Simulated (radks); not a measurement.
Q: All-electron atom: Sb+ in [Kr] 4d10 5s2 5p2. Calculated with a radial shooting solver on a logarithmic mesh with Libxc functionals: Dirac Kohn-Sham, LDA (Slater exchange, Perdew-Wang correlation), spin-unpolarised, spherical densities, finite nucleus; open shells fill j = l - 1/2 first; Fermi nuclear charge, rms radius 4.6802 fm.

Spin-orbit splittings of the eigenvalues, e(l+1/2) - e(l-1/2), with zeta = 2 splitting/(2l+1) and mean radii in bohr:

| shell | occ. | splitting (eV) | zeta (eV) | <r> j=l-1/2 | <r> j=l+1/2 |
|---|---|---|---|---|---|
| 2p | 6 | ? | ? | 0.1033 | 0.1088 |
| 3p | 6 | 46.39 | 30.92 | 0.3212 | 0.3326 |
| 3d | 10 | 9.652 | 3.861 | 0.3035 | 0.3071 |
| 4p | 6 | 8.678 | 5.785 | 0.8322 | 0.8619 |
| 4d | 10 | 1.254 | 0.5016 | 1.023 | 1.036 |
| 5p | 2 | 0.7560 | 0.5040 | 2.596 | 2.700 |

Estimate the 2p splitting.

A: 251.5 eV (zeta = 167.6 eV).
